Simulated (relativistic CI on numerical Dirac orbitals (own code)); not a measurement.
## Au⁸⁺: sensitivity of the levels to the model

Base calculation: Dirac-Coulomb-Breit CI, separate exchange-only KLI orbitals for each configuration, a model potential for QED, unscaled Slater integrals.

Configuration list (outside the closed core [Kr] 4d10): 4f14.5s2.5p6.5d3, 4f14.5s2.5p6.5d2.6s, 4f14.5s2.5p6.5d2.5f, 4f14.5s2.5p5.5d4, 4f14.5s2.5p6.5d2.6p, 4f14.5s2.5p6.5d.6s.6p, 4f14.5s2.5p6.5d2.5g, 4f14.5s2.5p6.5d.5f.6s, 4f14.5s2.5p6.5d2.6d, 4f14.5s.5p6.5d4, 4f14.5s2.5p6.5d2.7s, 4f14.5s2.5p5.5d3.5f, 4f14.5s2.5p6.5d2.7p, 4f14.5s2.5p6.5d2.6f, 4f14.5s2.5p6.5d2.7d, 4f14.5s2.5p5.5d3.6s, 4f14.5s2.5p5.5d3.5g, 4f14.5s2.5p6.5d2.8s, 4f13.5s2.5p6.5d4, 4f14.5s2.5p6.5d.5g.6p, 4f14.5s2.5p6.5d2.8p, 4f14.5s.5p6.5d3.5f, 4f14.5s2.5p6.5d.5f.5g, 4f13.5s2.5p6.5d3.6s, 4f14.5s2.5p6.5d.6s2, 4f14.5s2.5p6.5f.6s2, 4f14.5s2.5p6.6s2.6p, 4f14.5s2.5p6.5g.6s2, 4f14.5s2.5p6.6s2.6d, 4f14.5s2.5p6.5d.5f2, 4f14.5s2.5p6.5f2.6s, 4f14.5s2.5p6.5f3, 4f14.5s2.5p6.5f2.6p, 4f14.5s2.5p6.5f2.5g, 4f14.5s2.5p6.5f2.6d, 4f14.5s2.5p6.5d.6p2, 4f14.5s2.5p6.6s.6p2, 4f14.5s2.5p6.5f.6p2, 4f14.5s2.5p6.6p3, 4f14.5s2.5p6.5g.6p2, 4f14.5s2.5p6.6p2.6d, 4f14.5s2.5p6.5d.5f.6p, 4f14.5s2.5p6.5f.6s.6p, 4f14.5s2.5p6.5f.5g.6p, 4f14.5s2.5p6.5f.6p.6d, 4f14.5s2.5p6.5d.5g2, 4f14.5s2.5p6.5g2.6s, 4f14.5s2.5p6.5f.5g2, 4f14.5s2.5p6.5g2.6p, 4f14.5s2.5p6.5g3, 4f14.5s2.5p6.5g2.6d, 4f14.5s2.5p6.5d.5g.6s, 4f14.5s2.5p6.5f.5g.6s, 4f14.5s2.5p6.5g.6s.6p, 4f14.5s2.5p6.5g.6s.6d, 4f14.5p6.5d5, 4f14.5p5.5d6. Double excitations out of closed p, d and f shells are left out; levels of such configurations are missing from the list, as are those of other unlisted configurations, and high levels can miss mixing partners. These lack a partner that the ground configuration has and come out too high: 4f14.5s2.5p6.5d2.7s, 4f14.5s2.5p5.5d3.5f, 4f14.5s2.5p6.5d2.7p, 4f14.5s2.5p6.5d2.6f, 4f14.5s2.5p6.5d2.7d.

Variants: (1) QED terms removed; (2) only the first 3 configurations. Shifts of the energy above 4f14.5s2.5p6.5d3 4F_3/2, in cm⁻¹, for the lowest level and the first level of each name with at least 55 % of one term (blank where a level changes its place among those of its configuration and J or its character, or is not in the variant):

```
                     Level      Base    Δ(1)      Δ(2)
   4f14.5s2.5p6.5d3 4F_3/2       0.0     0.0       0.0
   4f14.5s2.5p6.5d3 4F_5/2   11304.1   -40.2     -56.7
   4f14.5s2.5p6.5d3 4F_7/2   19263.9   -53.5     +99.5
   4f14.5s2.5p6.5d3 4P_1/2   26086.6   -36.1    +521.6
   4f14.5s2.5p6.5d3 2G_7/2   36356.0   -72.4    +586.8
   4f14.5s2.5p6.5d3 4P_5/2   38878.2   -66.4    +810.2
   4f14.5s2.5p6.5d3 2P_1/2   46938.4   -85.1    +212.0
  4f14.5s2.5p6.5d3 2H_11/2   49666.5   -85.9    +956.3
   4f14.5s2.5p6.5d3 2D_5/2   53990.5   -86.3   +1191.3
   4f14.5s2.5p6.5d3 2G_9/2   59491.8  -127.9    +693.2
   4f14.5s2.5p6.5d3 2F_5/2   59609.4   -66.0   +1559.9
   4f14.5s2.5p6.5d3 2F_7/2   61633.7   -79.4   +1479.6
   4f14.5s2.5p6.5d3 2P_3/2   65707.0  -126.1     -55.2
4f14.5s2.5p6.5d2.6s 4F_3/2  232029.8  -700.9  -10186.7
4f14.5s2.5p6.5d2.6s 4F_5/2  236009.2  -700.1   -9678.8
4f14.5s2.5p6.5d2.6s 4F_7/2  249656.1  -750.3  -10103.2
4f14.5s2.5p6.5d2.6s 4P_1/2  255193.7  -711.4   -9043.9
4f14.5s2.5p6.5d2.6s 4F_9/2  260179.1  -770.1  -10023.6
4f14.5s2.5p6.5d2.6s 4P_3/2  263158.0  -747.3   -9374.5
4f14.5s2.5p6.5d2.6s 2F_7/2  269112.6  -742.3   -8565.8
4f14.5s2.5p6.5d2.6s 2P_1/2  274683.1  -723.3   -7213.0
4f14.5s2.5p6.5d2.6s 2G_9/2  281614.9  -775.0   -9205.7
```

At this charge configurations can still be misplaced by up to about 7 % of their energy. Terms inside the open d or f shell come out 10 to 20 % too wide with unscaled integrals. Levels and lines within the n = 5 or 6 shells can be off by up to 10 % or somewhat more, and those that change n by about 2 %, since core polarisation is missing.

Ionisation energy from the two ground configurations alone: base 129.896 eV. The NIST ASD value (theoretical) is 130.1 eV.

LS names give the leading component of a level, which can be under half, so a name can repeat, a term be missing and a line seem to break the LS rules.
